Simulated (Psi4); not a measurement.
chlorotrifluoromethane (CClF₃), singlet, geometry from GFN2-xTB; MP2/aug-cc-pVDZ in Psi4 1.11.

The Psi4 input:
```
memory 2 GB

molecule {
0 1
  F    -0.86134566   -0.63254016   -1.02874238
  C    -0.35035604   -0.00774362    0.01889747
  F    -0.84407447    1.21875581    0.05006863
  F    -0.74576507   -0.64039210    1.11088556
  Cl    1.42134135    0.03141469   -0.07666418
}

set basis aug-cc-pvdz
set freeze_core true
set mp2_type conv
set scf_type pk
set puream true
set d_convergence 1e-8

energy('mp2')
print_variables()
```

The log (banner, timings and long lists left out):

```
   => Loading Basis Set <=

    Name: AUG-CC-PVDZ
    Role: ORBITAL
    Keyword: BASIS

         ---------------------------------------------------------
                                   SCF
               by Justin Turney, Rob Parrish, Andy Simmonett
                          and Daniel G. A. Smith
                              RHF Reference
         ---------------------------------------------------------

  ==> Geometry <==

    Molecular point group: c1
    Full point group: C1

    Geometry (in Angstrom), charge = 0, multiplicity = 1:

       Center              X                  Y                   Z               Mass
    ------------   -----------------  -----------------  -----------------  -----------------
         F           -0.851051710006    -0.632312640876    -1.029297615065    18.998403162730
         C           -0.340062090006    -0.007516100876     0.018342234935    12.000000000000
         F           -0.833780520006     1.218983329124     0.049513394935    18.998403162730
         F           -0.735471120006    -0.640164580876     1.110330324935    18.998403162730
         CL           1.431635299994     0.031642209124    -0.077219415065    34.968852682000

  Running in c1 symmetry.

  Rotational constants: A =      0.19326  B =      0.10936  C =      0.10936 [cm^-1]
  Rotational constants: A =   5793.65056  B =   3278.59361  C =   3278.59361 [MHz]
  Nuclear repulsion =  250.095095329484678

  Charge       = 0
  Multiplicity = 1
  Electrons    = 50
  Nalpha       = 25
  Nbeta        = 25

  ==> Algorithm <==

  SCF Algorithm Type is PK.
  DIIS enabled.
  MOM disabled.
  Fractional occupation disabled.
  Guess Type is SAD.
  Energy threshold   = 1.00e-08
  Density threshold  = 1.00e-08
  Integral threshold = 1.00e-12

  ==> Primary Basis <==

  Basis Set: AUG-CC-PVDZ
    Blend: AUG-CC-PVDZ
    Number of shells: 47
    Number of basis functions: 119
    Number of Cartesian functions: 129
    Spherical Harmonics?: true
    Max angular momentum: 2

  ==> Integral Setup <==

  Using in-core PK algorithm.
   Calculation information:
      Number of atoms:                   5
      Number of AO shells:              47
      Number of primitives:            153
      Number of atomic orbitals:       129
      Number of basis functions:       119

      Integral cutoff                 1.00e-12
      Number of threads:                 1

  Performing in-core PK
  Using 50986740 doubles for integral storage.
  We computed 634587 shell quartets total.
  Whereas there are 636756 unique shell quartets.

  ==> DiskJK: Disk-Based J/K Matrices <==

    J tasked:                  Yes
    K tasked:                  Yes
    wK tasked:                  No
    Schwarz Cutoff:          1E-12

  Minimum eigenvalue in the overlap matrix is 8.5052288327E-04.
  Reciprocal condition number of the overlap matrix is 1.1574981267E-04.
    Using symmetric orthogonalization.

  ==> Pre-Iterations <==

  SCF Guess: Superposition of Atomic Densities via on-the-fly atomic UHF (no occupation information).

   -------------------------
    Irrep   Nso     Nmo
   -------------------------
     A        119     119
   -------------------------
    Total     119     119
   -------------------------

  ==> Iterations <==

                        Total Energy        Delta E     RMS |[F,P]|

   @RHF iter SAD:  -795.33368175752753   -7.95334e+02   0.00000e+00
   @RHF iter   1:  -795.59365116557956   -2.59969e-01   4.78536e-03 ADIIS/DIIS
   @RHF iter   2:  -795.67780060730820   -8.41494e-02   3.20879e-03 ADIIS/DIIS
   @RHF iter   3:  -795.72678602306746   -4.89854e-02   3.07280e-04 ADIIS/DIIS
   @RHF iter   4:  -795.72814516497886   -1.35914e-03   7.36809e-05 DIIS
   @RHF iter   5:  -795.72822214198106   -7.69770e-05   2.43035e-05 DIIS
   @RHF iter   6:  -795.72822924973423   -7.10775e-06   4.44445e-06 DIIS
   @RHF iter   7:  -795.72822957009203   -3.20358e-07   1.41959e-06 DIIS
[...]
  @RHF Final Energy:  -795.72822961160648
    Total Energy =                       -795.7282296116064799
  DIE_IF_NOT_CONVERGED          => (empty)
[...]
  PARENT_SYMMETRY               => (empty)
  PCG_BETA_TYPE                 => (empty)
  PCG_CONVERGENCE               => (empty)
  PCG_MAXITER                   => (empty)
  PCM                           => (empty)
  PE                            => (empty)
  PRINT                         => (empty)
  PRINT_NOONS                   => (empty)
  PROPERTIES                    => (empty)
  PROPERTIES_ORIGIN             => (empty)
  PUREAM                        => TRUE            !
  QC_MODULE                     => (empty)
  RAS1                          => (empty)
  RAS2                          => (empty)
  RAS3                          => (empty)
  RAS4                          => (empty)
  RELATIVISTIC                  => (empty)
  RELAXED                       => (empty)
  REMP_A                        => (empty)
  RESTRICTED_DOCC               => (empty)
  RESTRICTED_UOCC               => (empty)
  RMS_MOGRAD_CONVERGENCE        => (empty)
  R_CONVERGENCE                 => (empty)
  SCF_TYPE                      => PK              !
  SCREENING                     => (empty)
  SCS_TYPE                      => (empty)
  SOCC                          => (empty)
  SOS_TYPE                      => (empty)
  SPIN_SCALE_TYPE               => NONE            !
  SS_SCALE                      => (empty)
  SYMMETRIZE                    => (empty)
  TPDM_ABCD_TYPE                => (empty)
  WFN                           => (empty)
  WFN_TYPE                      => OMP2            !
  WRITER_FILE_LABEL             => (empty)
  ZORA_BASIS_TOLERANCE          => (empty)
  ZORA_NR_DEBUG                 => (empty)
  ZORA_PRUNING_SCHEME           => (empty)
  ZORA_RADIAL_POINTS            => (empty)
  ZORA_SPHERICAL_POINTS         => (empty)

 ==============================================================================
 ==============================================================================
 ==============================================================================

                             MP2
                    Program Written by Ugur Bozkaya,
              Additional Contributions by J. P. Misiewicz

 ==============================================================================
 ==============================================================================
 ==============================================================================

	MO spaces per irreps...

	IRREP   FC    OCC   VIR  FV
	==============================
	   A     9    16    94    0
	==============================

	Cost of iabc is    152 MB
	Cost of abcd is    592 MB
	Switching to the incore algorithm for iabc..
	Switching to the incore algorithm for abcd..

	Computing MP2 energy using SCF MOs (Canonical MP2)...
	==============================================================================
	Nuclear Repulsion Energy (a.u.)    :   250.09509532948468
	SCF Energy (a.u.)                  :  -795.72822961160648
	REF Energy (a.u.)                  :  -795.72822961160648
	Alpha-Alpha Contribution (a.u.)    :    -0.12370455541898
	Alpha-Beta Contribution (a.u.)     :    -0.64072925659948
	Beta-Beta Contribution (a.u.)      :    -0.12370455541898
	Scaled_SS Correlation Energy (a.u.):    -0.08246970361265
	Scaled_OS Correlation Energy (a.u.):    -0.76887510791938
	SCS-MP2 Total Energy (a.u.)        :  -796.57957442313841
	SOS-MP2 Total Energy (a.u.)        :  -796.56117764518581
	SCSN-MP2 Total Energy (a.u.)       :  -796.16366964668134
	SCS-MP2-VDW Total Energy (a.u.)    :  -796.67206761547277
	SOS-PI-MP2 Total Energy (a.u.)     :  -796.62525057084576
	MP2 Correlation Energy (a.u.)      :    -0.88813836743743
	MP2 Total Energy (a.u.)            :  -796.61636797904396
	==============================================================================

  Variable Map:
  ----------------------------------------------------------------------------
[...]
  Array Variable Map:
  ----------------------------------------------------------------------------
[...]
[...]
```
